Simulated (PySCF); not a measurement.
Estimate the missing entries of this data sheet.

C6H5NO2.
Geometry (PBE0-D3(BJ)/def2-SVP, Å), atoms numbered from 1 in this order:
```
atom  x, y, z in Å
O1     2.0461    1.2508   -1.1731
C2     2.3888    0.4513   -0.3555
O3     1.6088   -0.4000    0.3258
C4     0.2469   -0.5204    0.1708
C5    -0.5751    0.3067   -0.5932
C6    -1.9377    0.0125   -0.5994
C7    -2.4102   -1.0689    0.1391
N8    -1.6161   -1.8532    0.8659
C9    -0.3202   -1.5851    0.8803
H10    3.4348    0.2863   -0.0273
H11   -0.1635    1.1388   -1.1598
H12   -2.6276    0.6278   -1.1810
H13   -3.4782   -1.3129    0.1444
H14    0.3366   -2.2282    1.4774
```

```tsv
property	level	value
rotational constants A, B, C	PBE0-D3(BJ)/def2-SVP	4.438, 1.174, 0.929 GHz
dipole moment	PBE0/def2-SVPD	?
HOMO energy	PBE0/def2-SVPD	-7.58 eV
LUMO energy	PBE0/def2-SVPD	?
lowest singlet excitation	TDDFT PBE0/def2-SVPD	?
lowest triplet excitation (Tamm–Dancoff)	TDA PBE0/def2-SVPD	?
static isotropic polarisability	PBE0/def2-SVPD	82.3 au
vertical ionisation energy	ΔSCF PBE0/def2-SVPD	?
electronic spatial extent ⟨r²⟩ about the centre of nuclear charge	PBE0/def2-SVPD	?
13C chemical shifts (computed TMS as zero) by class	GIAO CAM-B3LYP/pcSseg-1	164.9 (C2), 157.6 (C4), 155.9 (C7), 150.6 (C9), 135.1 (C5), 131.8 (C6) ppm
1H chemical shifts (computed TMS as zero) by class	GIAO CAM-B3LYP/pcSseg-1	9.20 (H11), 8.64 (H14), 8.58 (H13), 8.02 (H10), 7.22 (H12) ppm
isotropic shieldings of nuclei other than C and H, by class	GIAO CAM-B3LYP/pcSseg-1	-110 (N8), -135 (O1), 98 (O3) ppm
largest of the computed one-bond spin–spin couplings (means over like bonds)	B3LYP/pcJ-1, spin–dipole term left out	?
```

The electronic properties come from PySCF, for the isolated species, density fitting.

Problem. Give the vertical ionisation energy.

Solution. 9.44 eV.

Problem. What is the LUMO energy?

Solution. -1.27 eV.

Problem. Give the lowest singlet excitation.

Solution. 4.85 eV (256 nm, f = 0.003).

Problem. What are the largest of the computed one-bond spin–spin couplings (means over like bonds)?

Solution. 13C–1H +242.4 (C2–H10), 13C–1H +191.4 (C9–H14), 13C–1H +188.9 (C7–H13), 13C–1H +181.1 (C5–H11), 13C–1H +171.6 (C6–H12) Hz.

Problem. The lowest triplet excitation (Tamm–Dancoff)?

Solution. 4.05 eV.

Problem. Give the electronic spatial extent ⟨r²⟩ about the centre of nuclear charge.

Solution. 1165 bohr².

Problem. What is the dipole moment?

Solution. 0.66 D.

The 10 singlets span 4.85 to 7.27 eV, and their oscillator strengths add up to 0.62. The largest Löwdin shares of the HOMO are 0.19 on C7, 0.18 on C4, 0.17 on C9 and 0.13 on C6. The rotational constants make it an asymmetric top with κ = (2B − A − C)/(A − C) = -0.86, nearer the prolate limit (−1). The polarisability is 12.19 Å³ as a volume (1 au = 0.148185 Å³), or 1.29 au for each of the 64 electrons. The vertical singlet–triplet gap S1 − T1 is 0.80 eV (TDDFT singlet less Tamm–Dancoff triplet; S1: HOMO−1→LUMO, weight 0.65; T1: HOMO→LUMO, weight 0.38, beside HOMO→LUMO+1, weight 0.30). With B = h/(8π²I), that is 505.379 GHz u Å² over I, the principal moments of inertia are 113.9, 430.6 and 543.8 u Å² (most abundant isotopes).

One conformer stands for the species.
